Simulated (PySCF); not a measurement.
C4H6OSe, SMILES C=C=COC[SeH]. Geometry: PBE-D3(BJ)/def2-SVP. This is a generated structure with no PubChem entry under its InChIKey; it may be hypothetical. Other conformers were not sampled.

Computed equilibrium geometry at PBE-D3(BJ)/def2-SVP (PySCF confirms it by a frequency run) as bond lengths and angles (one conformer of several):
Atoms: C1 C2 C3 O4 C5 Se6 H7 H8 H9 H10 H11 H12. Bond lengths (Å): C1–C2 1.316, C1–H7 1.106, C1–H8 1.106, C2–C3 1.322, C3–O4 1.379, C3–H9 1.108, O4–C5 1.399, C5–Se6 2.000, C5–H10 1.113, C5–H11 1.104, Se6–H12 1.485. Angles (°): C2–C1–H7 121.8, C2–C1–H8 121.7, H7–C1–H8 116.5, C1–C2–C3 177.5, C2–C3–O4 122.8, C2–C3–H9 121.8, O4–C3–H9 115.3, C3–O4–C5 115.9, O4–C5–Se6 115.9, O4–C5–H10 112.9, O4–C5–H11 106.6, Se6–C5–H10 103.5, Se6–C5–H11 108.0, H10–C5–H11 109.7, C5–Se6–H12 93.4.
